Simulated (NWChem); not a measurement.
Molecule: CHClF₂; SMILES FC(F)Cl

```xyz
5

F     -0.1420    -1.0287     1.0790
C      0.3633    -0.4407     0.0000
F     -0.1420    -1.0287    -1.0790
Cl    -0.0638     1.2759     0.0000
H      1.4607    -0.5296     0.0000
```
Atoms are numbered in this order, from 1.

Results from NWChem. Structure relaxed at the PBE0/def2-SVP level. Ions are spin-unrestricted doublets at the neutral geometry; other ion states weren't tried.

For level PBE0/def2-SVP:

```
Item                                   Value
-------------------------------------  -----
vertical ionisation energy, ΔSCF (eV)  12.39
−ε(HOMO) (eV)                           9.37
```

Q: Estimate the same quantities for level PBE/def2-SVP.

A: vertical ionisation energy, ΔSCF (eV): 11.96
−ε(HOMO) (eV): 7.75
